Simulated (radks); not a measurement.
Spherical jellium clusters: N electrons in a uniform positive sphere of charge N and radius rs N^(1/3), rs = 4.08 bohr. Method: non-relativistic Kohn-Sham, LDA (Slater exchange, Perdew-Wang correlation), spin-polarised, spherical densities; computed with a radial shooting solver with Libxc functionals. Levels are named by radial order and angular momentum (1s, 1p, 1d, 2s, ...), and open shells are averaged over m.

N = 12, configuration 1s2 1p6 1d(up 4, down 0). This is the lowest configuration that the search found. Occupied and some empty levels:

| level | occupation | eigenvalue (eV) | <r> (bohr) |
|---|---|---|---|
| 1s up | 1 | -4.8883 | 6.035 |
| 1s down | 1 | -4.5658 | 5.785 |
| 1p up | 3 | -3.9209 | 7.163 |
| 1p down | 3 | -3.5143 | 7.115 |
| 1d up | 4 | -2.7075 | 8.093 |
| 1d down | 0 | -2.2865 | 8.189 |
| 2s up | 0 | -2.1483 | 7.294 |
| 2s down | 0 | -1.9396 | 7.503 |
| 1f up | 0 | -1.3479 | 9.104 |
| 1f down | 0 | -0.96359 | 9.399 |
| 2p up | 0 | -0.91967 | 9.926 |
| 2p down | 0 | -0.73259 | 10.40 |

Energy (eV): total -21.1864, kinetic 20.690, external -494.09, Hartree 243.12, exchange-correlation -42.602, background 251.70.
